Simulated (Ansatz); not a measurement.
```yaml
crystal:
  periodic: [true, true, true]
  atoms:
    - {symbol: N, position_ang: [-1.649202, 0.413288, -0.796343]}
    - {symbol: B, position_ang: [-0.422009, 0.200796, -0.161664]}
    - {symbol: N, position_ang: [0.209643, -0.884679, 0.543690]}
    - {symbol: C, position_ang: [1.363662, 0.001378, 0.579574]}
    - {symbol: O, position_ang: [0.647303, 1.093069, -0.012677]}
    - {symbol: H, position_ang: [-1.887199, 1.297270, -1.207795]}
    - {symbol: H, position_ang: [-2.389387, -0.262884, -0.799308]}
    - {symbol: H, position_ang: [0.292445, -1.859642, 0.318019]}
    - {symbol: H, position_ang: [1.709874, 0.258580, 1.586244]}
    - {symbol: H, position_ang: [2.207970, -0.308376, -0.046740]}
basis:
  gaussian: {orbitals: aug-cc-pVDZ}
hamiltonian: {xc: {name: B2GP-PLYP}}
accuracy: high
output: {forces: true}
```

```sh
$ ansatz run in.yaml --threads 2 --pin off --events-out ev --progress --plain --max-ram 4352MiB
```

Output, abridged:

```
Error: YAML parse error: error: line 2 column 3: crystal: missing field `lattice` (a structure is typed as `lattice` and `atoms`, a molecule's as `atoms` in Å alone, or read from a run's directory, `checkpoint`)
 --> <input>:2:3
1 | crystal:
2 |   periodic: [true, true, true]
3 |   atoms:
4 |     - {symbol: N, position_ang: [-1.649202, 0.413288, -0.796343]}
```

(1) Something in this input is off. What?

Answers

(1) The molecule is marked periodic without a cell. The program refused the input.
